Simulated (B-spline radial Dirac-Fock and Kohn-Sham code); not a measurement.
# Neutral carbon: differential elastic cross section for electrons at 145 keV

The computed values come from an atomic code on a B-spline grid: relativistic (Dirac) partial waves in the static field of the Dirac-Fock atom with Furness-McCarthy exchange, without polarisation or absorption potentials.

Input of the calculation (task.json; shells as n, l, electrons):

```json
{"items": [{
  "Z": 6,
  "q": 0,
  "cfg": [[1, 0, 2], [2, 0, 2], [2, 1, 2]],
  "A": 12,
  "rrms": 2.4702,
  "do": "elastic",
  "energies": [[145000.0, 0]],
  "theta": [0, 0.5, 1, 2, 4, 8, 12, 16, 24, 32, 45, 60, 75, 90, 105, 120, 135, 150, 165, 180]
}]}
```

Run with: `python xray2_run.py task.json out`

| θ (°) | dσ/dΩ (a₀²/sr) | Sherman function |
| --- | --- | --- |
| 0 | 36.1 | 0.000 |
| 0.5 | 19.5 | 0.000 |
| 1 | 5.60 | 0.000 |
| 2 | 0.590 | 0.000 |
| 4 | 0.0479 | 0.000 |
| 8 | 0.00388 | 0.000 |
| 12 | 0.000820 | 0.000 |
| 16 | 0.000265 | 0.000 |
| 24 | 5.35e-05 | -0.001 |
| 32 | 1.72e-05 | -0.001 |
| 45 | 4.51e-06 | -0.003 |
| 60 | 1.49e-06 | -0.005 |
| 75 | 6.41e-07 | -0.008 |
| 90 | 3.31e-07 | -0.010 |
| 105 | 1.95e-07 | -0.012 |
| 120 | 1.28e-07 | -0.013 |
| 135 | 9.28e-08 | -0.012 |
| 150 | 7.36e-08 | -0.009 |
| 165 | 6.41e-08 | -0.005 |
| 180 | 6.17e-08 | 0.000 |

Question: What integrated cross sections go with this distribution?

Answer: The total elastic cross section is 0.0220 a₀², the first transport cross section 1.98e-05 a₀² and the second, weighted with (3/2) sin²θ, 5.33e-05 a₀². The mean deflection is ⟨1 − cos θ⟩ = 0.000903, and 0.0043 % of the collisions scatter beyond 90°.

Phase shifts modulo π (rad) for κ = −1 to −5: 0.324, 0.257, 0.224, 0.201, 0.184.
